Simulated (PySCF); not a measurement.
CH11NOSi3, SMILES C(N[SiH3])[Si@@H](O)[SiH3].

Geometry: B3LYP-D3(BJ)/def2-SVP. The structure was generated by enumeration; whether it is a known compound was not checked. One conformer was computed; it need not be the lowest.

Two levels are set side by side: PBE/def2-TZVP (PySCF) and ωB97X/def2-TZVP (PySCF). Same geometry, gas phase. Differences are taken from unrounded values.

```
quantity                     ωB97X    PBE  PBE minus ωB97X
---------------------------  -----  -----  ---------------
orbital gap (eV)             10.58   4.04            -6.54
highest occupied level (eV)  -9.06  -5.40             3.67
lowest empty level (eV)       1.52  -1.35            -2.87
dipole moment (D)             1.74   1.61            -0.13
```

Without exact exchange PBE keeps part of each electron's self-repulsion, which lifts occupied levels and narrows the gap. Differences between two approximate levels are no errors against the true value.

Rough cost on one machine, each run with all the roots and properties that it gave: ωB97X against PBE within a factor of 2.
